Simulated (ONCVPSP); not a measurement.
**Configuration tests for platinum (ONCV)**

* Element: platinum
* Generator: ONCVPSP 4.0.1
* Type: optimised norm-conserving Vanderbilt (ONCV)
* Functional: revPBE
* Relativity: scalar-relativistic
* Frozen core: [Kr] 4d10 4f14
* Valence charge: 18
* Reference configuration: 5s2 5p6 5d8 (charge +2)
* Partial waves: 5s: rc 1.65 bohr, ncon 4, nbas 9, qcut 6.6 1/bohr, 2 projectors, debl 1.2 Ha; 5p: rc 1.05 bohr, ncon 4, nbas 7, qcut 8.2 1/bohr, 3 projectors, debl 1 Ha; 5d: rc 2.15 bohr, ncon 4, nbas 8, qcut 8.4 1/bohr, 2 projectors, debl 3.2 Ha
* Local potential: polynomial inside 0.70 bohr (lpopt 5, dvloc0 4 Ha)
* Core correction: Teter function, fcfact 4.75, rcfact 1.5

In the s channel the program set the typed energies aside and used -4.507, 0.050 Ha. In the p channel the program set the typed energies aside and used -2.821, 0.250, 1.250 Ha.

Energies are relative to the spin-unpolarised reference configuration 5s2 5p6 5d8; without spin polarisation the order of configurations can differ from experiment.

```
valence configuration  charge  ΔE all-electron (eV)  error AE − PS (meV)
          5s2 5p6 5d7      +3                32.135                 -9.6
    5s2 5p6 5d9 6s0.5    +0.5               -25.315                 +5.4
```

(1) What are ΔE and the potential's error for 5s2 5p6 5d9?

(2) What are ΔE and the potential's error for 5s2 5p6 5d9 6s1?

Levels in the configuration 5s2 5p6 5d7:

```
level  all-electron (eV)  pseudo (eV)
   5s           -136.934     -136.956
   5p            -90.770      -90.787
   5d            -38.684      -38.692
```

Note: ghosts flagged at negative energy: s at -321.9 eV, p at -478.2 eV; GHOST(+) flagged for p at 352.4 eV. A true bound ghost makes a file unfit for plane-wave use.

Answers

(1) ΔE = -19.880 eV all-electron; the error (AE − PS) is +1.6 meV.

(2) ΔE = -28.952 eV all-electron; the error (AE − PS) is +6.7 meV.
